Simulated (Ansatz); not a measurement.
Ansatz (a program for electronic structure) input file for Zr(Me)2(H)2 (C₂H₈Zr), SMILES [CH3][ZrH2][CH3], multiplicity 1, PBE0/def2-SVPD. Geometry: B3LYP-D3(BJ)/def2-SVP. The spin state was assumed, not searched. The def2 effective core potentials stand for the cores of Zr; spin–orbit coupling is left out.

Ansatz 0.2 input:
```yaml
crystal:
  periodic: [false, false, false]
  atoms:
    - {symbol: Zr, position_ang: [0.00000000, 0.00000000, -0.36326712]}
    - {symbol: C, position_ang: [1.80062107, 0.00000000, 0.89732024]}
    - {symbol: H, position_ang: [2.40620725, 0.89593698, 0.65326378]}
    - {symbol: H, position_ang: [1.60482746, -0.00000000, 1.98468427]}
    - {symbol: H, position_ang: [2.40620725, -0.89593699, 0.65326377]}
    - {symbol: C, position_ang: [-1.80062107, -0.00000000, 0.89732024]}
    - {symbol: H, position_ang: [-2.40620725, -0.89593698, 0.65326376]}
    - {symbol: H, position_ang: [-1.60482748, -0.00000000, 1.98468426]}
    - {symbol: H, position_ang: [-2.40620725, 0.89593698, 0.65326376]}
    - {symbol: H, position_ang: [0.00000001, -1.54758477, -1.40979079]}
    - {symbol: H, position_ang: [0.00000000, 1.54758477, -1.40979078]}
basis:
  gaussian:
    orbitals: def2-SVPD
hamiltonian:
  xc: {name: PBE0}
```

Log of the run:

```
WARN ansatz: RAYON_NUM_THREADS=1 ignored (pool sized by the plan → 1); use --threads N
Functional definition: PBE0
integrals: 0.06 GiB planned
1206 factors; their error is unknown
mean field: 0.55 GiB planned
mean field evaluation 1: about -3468.6112 eV, gradient 6.4e1 eV
mean field evaluation 2: about -3454.6090 eV, gradient 9.2e1 eV
mean field evaluation 4: about -3478.5716 eV, gradient 4.1e0 eV
mean field evaluation 8: about -3478.6272 eV, gradient 1.7e-1 eV
mean field evaluation 16: about -3478.6279 eV, gradient 8.4e-5 eV
mean field -3478.62794996 eV, -127.8372192623 hartree, gradient 5.3e-5 eV, S^2 0.000000; 0 other end points of the search recorded, 0 dependent functions left out
reference -3478.62800308 eV, -127.8372212145 hartree; 16, 16 occupied and 122, 122 virtual orbitals, 1206 factors
Total energy: -3478.62800308 eV, -127.8372212145 hartree
```

The run converged.

Cost: roughly 2.4 core-seconds.
